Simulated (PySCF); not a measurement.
Match the calculated data to a structure.

All candidates are C6H7FS.

* NMR, other nuclei: isotropic shieldings of nuclei other than C and H, by class: 298 (1 F), -430 (1 S) ppm [GIAO PBE0/pcSseg-1]
* 13C NMR: chemical shifts (computed TMS as zero) by class: 283.1 (1 C), 153.2 (1 C), 129.7 (1 C), 55.5 (1 C), 54.8 (1 C), 30.6 (1 C) ppm [GIAO PBE0/pcSseg-1]
* UV, first state: lowest singlet excitation: 2.47 eV (501 nm, f = 0.000) [TDDFT PBE0/def2-SVPD]
* UV, strongest line: among the 8 lowest singlet transitions: S3 at 5.49 eV (226 nm, f = 0.156) [TDDFT PBE0/def2-SVPD]
* Rotational structure: rotational constants A, B, C: 5.432, 0.830, 0.736 GHz [GFN2-xTB]
* Polarisability: 91.3 au [PBE0/def2-SVPD]
* Triplet: lowest triplet excitation (Tamm–Dancoff): 2.02 eV [TDA PBE0/def2-SVPD]
* Dipole: 1.39 D [PBE0/def2-SVPD]

Gas-phase values; electronic properties from PySCF, density fitting. Levels stand in brackets. Isolated species at its GFN2-xTB geometry (one conformer only). Each NMR value is the plain mean over a class of atoms that symmetry, rotation or inversion makes alike.

Question: Which candidate is it?
A. `Cc1ccc(CF)s1`
B. `FCCc1cccs1`
C. `F[C@@H]1CC=CC(=S)C1`
D. `F/C=C1\CCC(=S)C1`

Answer: D. It is `F/C=C1\CCC(=S)C1`. Numbering: `[F:1]/[CH:2]=[C:3]1\[CH2:4][CH2:5][C:6](=[S:7])[CH2:8]1`. Its formula, C6H7FS, gives 3 degrees of unsaturation: 1 ring and 2 π bonds in the structure found. 6 carbons fall into 6 classes; from least to most shielded: thiocarbonyl carbon [C6] (283.1 ppm), vinylic C–F carbon [C2] (153.2 ppm), fully substituted alkene carbon [C3] (129.7 ppm), ring CH2 carbon [C5] (55.5 ppm), allylic carbon [C8] (54.8 ppm), allylic carbon [C4] (30.6 ppm). The other shieldings belong to: 298 ppm, vinyl fluorine [F1]; -430 ppm, thiocarbonyl sulfur [S7]. S1 is mainly HOMO→LUMO (weight 0.99); the largest Löwdin shares of the orbital it empties are 0.75 on the thiocarbonyl sulfur, 0.13 on the thiocarbonyl carbon, 0.04 on the ring CH2 carbon and 0.04 on an allylic carbon, of the orbital it fills 0.38 on the thiocarbonyl carbon, 0.37 on the thiocarbonyl sulfur, 0.06 on an allylic carbon and 0.06 on the ring CH2 carbon. The optimised geometry has point group C1 and is an asymmetric top.

The others, at the same levels:
- `F[C@@H]1CC=CC(=S)C1` fails: its computed 13C shifts are 252.1 (1 C), 147.3 (1 C), 145.5 (1 C), 92.6 (1 C), 57.4 (1 C), 38.1 (1 C) ppm, rotational constant A is 3.171 GHz (against 5.432 GHz) and smallest rotational constant is 0.886 GHz (against 0.736 GHz).
- `FCCc1cccs1` fails: its computed 13C shifts are 151.0 (1 C), 132.6 (1 C), 132.5 (1 C), 131.9 (1 C), 88.3 (1 C), 36.6 (1 C) ppm, rotational constant A is 3.405 GHz (against 5.432 GHz) and smallest rotational constant is 0.991 GHz (against 0.736 GHz).
- `Cc1ccc(CF)s1` fails: its computed 13C shifts are 153.6 (1 C), 147.8 (1 C), 135.1 (1 C), 130.9 (1 C), 80.5 (1 C), 18.7 (1 C) ppm, rotational constant A is 4.268 GHz (against 5.432 GHz) and smallest rotational constant is 0.918 GHz (against 0.736 GHz).

Each candidate is one conformer, not necessarily the lowest. Dipoles, sizes and rotational constants follow the conformer. The torsions of the flexible species, by atom-mapped SMILES:
- `[F:1][CH2:2][CH2:3][c:4]1[cH:5][cH:6][cH:7][s:8]1`: F1–C2–C3–C4 -67°, C2–C3–C4–C5 88°
- `[CH3:1][c:2]1[cH:3][cH:4][c:5]([CH2:6][F:7])[s:8]1`: C4–C5–C6–F7 -78°

The conformers of `F/C=C1\CCC(=S)C1` and `F[C@@H]1CC=CC(=S)C1` aren't listed.
